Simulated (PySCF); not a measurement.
# Reading the logs of faulty runs: Al2H2NO

These are calculations, not measurements. The program is PySCF 2.14.0, an open-source quantum chemistry code, run on an isolated molecule that a program drew, which may never have been made. The molecule is Al2H2NO (charge 0, doublet), drawn as the SMILES string `[NH]=[Al][O][AlH]`.

Each row is a Hartree-Fock (HF) and frozen-core CCSD(T) single point in the cc-pV(D+d)Z basis, meant for a local HF minimum. Run 1 is clean. Each other run has one planted mistake out of seven kinds, and not every kind appears here: one electron removed, one electron added, multiplicity raised by two, geometry at a saddle point, minimal basis STO-3G, one bond length entered in bohr, all coordinates scaled. The reference is restricted for singlets and unrestricted otherwise, and also for a bond in bohr. Adding or removing an electron swaps singlet and doublet. Electrons count all cores. HOMO and LUMO are orbital energies over both spins, the gradient is its largest component, and the lowest frequency (negative if imaginary) is given only where the gradient is small. Bond lengths are over the 5 bonds as drawn. T1 is the CCSD diagnostic: over 0.02 (restricted) or 0.045 (unrestricted) a single reference is doubtful.

Geometry of the clean run:
```xyz
6
Al2H2NO, angstrom
N     0.1863   -0.3747   -1.6976
Al   -0.0558    0.5968   -0.4656
O    -0.2951    1.6180    0.8155
Al   -0.5222    2.6790    2.1227
H     0.3254   -0.9857   -2.4627
H    -1.7515    2.3770    3.0902
```

| run | electrons | basis functions | <S^2> | HOMO (eV) | LUMO (eV) | gradient (hartree/bohr) | lowest frequency (cm^-1) | mean bond (Å) | longest bond (Å) | T1 | HF (hartree) | CCSD(T) (hartree) | mistake |
|---|---|---|---|---|---|---|---|---|---|---|---|---|---|
| 1 | 43 | 84 | 0.756 | -8.67 | 0.75 | 4.2e-05 | 70 | 1.5049 | 1.699 | 0.0215 | -614.34643 | -614.83283 | no fault |
| 2 | 43 | 84 | 0.762 | -8.51 | 0.39 | 4.6e-02 | - | 1.6102 | 1.818 | 0.0257 | -614.31508 | -614.81800 | all coordinates scaled |
| 3 | 44 | 84 | 0.000 | -0.60 | 5.54 | 4.9e-02 | - | 1.5049 | 1.699 | 0.0266 | -614.34005 | -614.86074 | one electron added |
| 4 | 43 | 84 | 0.769 | -7.05 | -2.27 | 3.3e-02 | - | 1.8072 | 3.210 | 0.0732 | -614.16250 | -614.66284 | ? |

**Which mistake was planted in run 4, and what did it cost?**

The mean bond changes by a factor of 1.201 and the longest by 1.889, so the molecule wasn't scaled as a whole. A length L in bohr read as angstrom grows by (1/0.5292 - 1) L = 0.890 L. The 5 bonds together grew by 5 x 0.3023 = 1.512 Å, which gives L = 1.699 Å. That is bond O3-Al4, 1.699 Å in the clean geometry. So the mistake is: one bond length entered in bohr. Subtracting run 1 and multiplying by 627.51 kcal/mol a hartree, the energy moved by 115.4 kcal/mol in HF and 106.7 kcal/mol in CCSD(T).

Cautions from the logs. Run 3: T1 is over the limit, so its CCSD(T) energy is less reliable; run 4: T1 is over the limit, so its CCSD(T) energy is less reliable.
